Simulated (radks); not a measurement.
All-electron atom: Hf0.75+ in [Xe] 4f14 5d(up 1, down 1) 6s(up 1, down 0.25) (fractional occupations, a model configuration). All-electron calculation, scalar-relativistic Kohn-Sham, PBEsol, spin-polarised, spherical densities, point nucleus. Program: a radial shooting solver on a logarithmic mesh with Libxc functionals.

Radial electron density D(r) = 4 pi r^2 rho(r):

```
   r/bohr * D(r) (the largest magnitude, 132, reaches the edge; | marks zero)
 0.003747 |                 *
 0.004363 |                    *
 0.005079 |                        *
 0.005913 |                            *
 0.006883 |                               *
 0.008077 |                                   *
 0.009403 |                                      *
  0.01095 |                                       *
  0.01274 |                                        *
  0.01484 |                                        *
  0.01727 |                                      *
  0.02011 |                                     *
  0.02341 |                                   *
  0.02725 |                                    *
  0.03172 |                                      *
  0.03693 |                                          *
  0.04334 |                                                *
  0.05045 |                                                    *
  0.05874 |                                                      *
  0.06838 |                                                    *
  0.07961 |                                               *
  0.09267 |                                           *
   0.1079 |                                         *
   0.1256 |                                            *
   0.1462 |                                                *
   0.1702 |                                                 *
   0.1998 |                                           *
   0.2325 |                                  *
   0.2707 |                          *
   0.3152 |                        *
   0.3669 |                          *
   0.4271 |                             *
   0.4972 |                           *
   0.5789 |                     *
   0.6739 |               *
   0.7845 |          *
   0.9133 |       *
    1.072 |     *
    1.248 |    *
    1.453 |   *
    1.691 | *
    1.969 |*
    2.292 |*
    2.668 |*
    3.106 *
    3.616 *
    4.209 *
     4.94 *
    5.751 *
    6.695 *
    7.794 *
    9.073 *
    10.56 *
```

D(r) has 4 maxima, at r = 0.0128, 0.0587, 0.162, 0.438 bohr, and minima at 0.0248, 0.106, 0.308 bohr, inside which lie 1.91, 11.12, 29.75 electrons.
